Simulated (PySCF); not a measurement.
How the method changes the constants of GeTe

State: ¹Σ⁺ (singlet), closed shell. Set-up: basis Ge def2-SVP, Te def2-SVP with ECP28; scalar-relativistic core potentials; PySCF 2.14. De refers to Ge + Te in their high-spin ground configurations, without counterpoise correction. A positive dipole means Ge(−)Te(+).

```tsv
Level	Re (Å)	ωe (cm⁻¹)	De (eV)	μ (D)
RHF	2.329	357	2.08	-1.78
RHF-MP2	2.363	331	4.11	n/a
RHF-SCS-MP2	2.364	331	3.93	n/a
RHF-CCSD	2.359	335	3.72	n/a
RHF-CCSD(T)	2.378	318	4.00	n/a
PBE	2.376	316	4.73	-1.02
r²SCAN	2.352	330	4.46	-1.02
M06-L	2.371	324	4.86	-0.83
r²SCANh	2.344	336	4.34	-1.08
PBE0	2.345	337	4.36	-1.18
B97-3	2.357	332	4.34	-1.26
HSE06	2.350	334	4.46	-1.16
```

(1) What are the measured Re and ωe, and which levels come closest?

```tsv
Level	error in Re (pm)	error in ωe (%)
RHF	-1.1	10.4
RHF-MP2	2.3	2.1
RHF-SCS-MP2	2.3	2.1
RHF-CCSD	1.8	3.6
RHF-CCSD(T)	3.7	-1.8
PBE	3.6	-2.3
r²SCAN	1.2	2.0
M06-L	3.1	-0.1
r²SCANh	0.4	3.8
PBE0	0.5	4.0
B97-3	1.7	2.6
HSE06	1.0	3.0
```

Correlated steps freeze 13 core orbitals. Correlated levels converge slowly with the basis: in double zeta they bind strong bonds too weakly, by up to about 1 eV, and carry superposition errors of some tenths. Spin–orbit coupling is left out, which matters for elements this heavy, above all for dissociation energies. Where the molecule has an RHF reference, its open-shell atoms are computed with UHF. The CCSD T1 diagnostic is raised, a sign that a single reference may not be enough here.

The whole job (state search and all levels along the bond) took about 3 min on 1 thread of Arm Neoverse V2 (shared host), peak memory 0.78 GiB.

Answers

(1) Re = 2.340165 Å and ωe = 323.9 cm⁻¹ (Huber and Herzberg, Constants of Diatomic Molecules (1979)). Closest are r²SCANh for the length (off by 0.004 Å) and M06-L for the frequency (off by -0.1 %).
